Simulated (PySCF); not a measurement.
# Calculated NMR parameters of C#[C][AlH][C](C)(C)CC

```yaml
Formula: C7H13Al
SMILES: C#[C][AlH][C](C)(C)CC
Point_group_of_the_computed_structure: C1
Carbon_signals: 6
Proton_signals: 5
```

Molfile (atoms numbered from 1):
```
C7H13Al
     RDKit          3D

 21 20  0  0  0  0  0  0  0  0999 V2000
    2.8614    2.4805   -0.5897 C   0  0  0  0  0  0  0  0  0  0  0  0
    2.1444    1.7654    0.0950 C   0  0  0  0  0  0  0  0  0  0  0  0
    1.0037    0.6101    1.1246 Al  0  0  0  0  0  3  0  0  0  0  0  0
   -0.0592   -0.7260    0.1164 C   0  0  0  0  0  0  0  0  0  0  0  0
    0.8303   -1.6366   -0.7326 C   0  0  0  0  0  0  0  0  0  0  0  0
   -0.9254   -1.5742    1.0500 C   0  0  0  0  0  0  0  0  0  0  0  0
   -0.9335    0.1415   -0.8086 C   0  0  0  0  0  0  0  0  0  0  0  0
   -1.6580    1.2775   -0.0971 C   0  0  0  0  0  0  0  0  0  0  0  0
    3.4944    3.1167   -1.1839 H   0  0  0  0  0  0  0  0  0  0  0  0
    0.9750    0.7900    2.7034 H   0  0  0  0  0  0  0  0  0  0  0  0
    1.4952   -1.0623   -1.3986 H   0  0  0  0  0  0  0  0  0  0  0  0
    0.2153   -2.2971   -1.3738 H   0  0  0  0  0  0  0  0  0  0  0  0
    1.4637   -2.2940   -0.1140 H   0  0  0  0  0  0  0  0  0  0  0  0
   -0.3119   -2.2042    1.7147 H   0  0  0  0  0  0  0  0  0  0  0  0
   -1.5794   -0.9711    1.7003 H   0  0  0  0  0  0  0  0  0  0  0  0
   -1.5782   -2.2532    0.4685 H   0  0  0  0  0  0  0  0  0  0  0  0
   -1.6727   -0.5009   -1.3277 H   0  0  0  0  0  0  0  0  0  0  0  0
   -0.2976    0.5713   -1.6022 H   0  0  0  0  0  0  0  0  0  0  0  0
   -2.2541    1.8875   -0.7924 H   0  0  0  0  0  0  0  0  0  0  0  0
   -2.3340    0.9151    0.6921 H   0  0  0  0  0  0  0  0  0  0  0  0
   -0.9480    1.9885    0.3780 H   0  0  0  0  0  0  0  0  0  0  0  0
  1  2  3  0
  2  3  1  0
  3  4  1  0
  4  5  1  0
  4  6  1  0
  4  7  1  0
  7  8  1  0
  1  9  1  0
  3 10  1  0
  5 11  1  0
  5 12  1  0
  5 13  1  0
  6 14  1  0
  6 15  1  0
  6 16  1  0
  7 17  1  0
  7 18  1  0
  8 19  1  0
  8 20  1  0
  8 21  1  0
M  END
```

Non-relativistic, isolated molecule, rapidly exchanging positions averaged, a single conformation. Geometry: PBE0-D3(BJ)/def2-SVP; shieldings: GIAO PBE0/pcSseg-1; PySCF.

Scale: 1H (σ = 31.27 ppm), 13C (σ = 184.41 ppm) against TMS; AlH4- for 27Al (σ = 489.28 ppm) (reference shieldings calculated alike).

```tsv
carbon	δC, type	δH (multiplicity)	HMBC from (2–3 bonds)	span of the C tensor (ppm)
C1	109.5, CH	2.42 (d)	H10	255
C2	97.6, C	–	H10, H9	298
C4	26.4, C	–	H10, H17/H18, H11/H12/H13/H14/H15/H16, H19/H20/H21	36
C5/C6	26.2, CH3	1.07 (s)	H10, H17/H18, H11/H12/H13/H14/H15/H16	46
C7	37.0, CH2	1.34 (q)	H10, H11/H12/H13/H14/H15/H16, H19/H20/H21	42
C8	17.4, CH3	0.99 (t)	H17/H18	30
```

Other nuclei:
```tsv
atoms	nucleus	environment	δ (ppm)	σ (ppm)
H10	1H	hydrogen on an aluminium bonded to 2 C	4.94	26.33
Al3	27Al	aluminium bonded to 2 C, H	166.0	323.2
```

- δC 109.5: terminal alkyne carbon.
- δC 97.6: alkyne carbon; the triple bond shields along its axis, which puts it between sp3 and sp2 carbons.
- δC 37.0: sp3 CH2; aliphatic region, no heteroatom directly attached.
- δC 26.2, 17.4: methyl carbon; a saturated carbon with 1 carbon neighbour and no heteroatom attached.
- δH 2.42: hydrogen on a terminal alkyne carbon; it lies on the axis of the triple bond, in its shielding cone.

Hydrides on Al or Ga are broadened by the quadrupolar metal nucleus. Shifts are as computed. Against solution values, carbons near 30 ppm lie about +2 ppm off and those near 130 ppm about +5 ppm. Of 1211 compounds with measured shifts, 218 miss one by over three times the rms of a fit or turn the order of signals round; such compounds aren't used in these exercises. Multiplicities follow the n + 1 count of equivalent neighbours, as no J values were calculated; m marks all less simple cases, F and P coupling included.
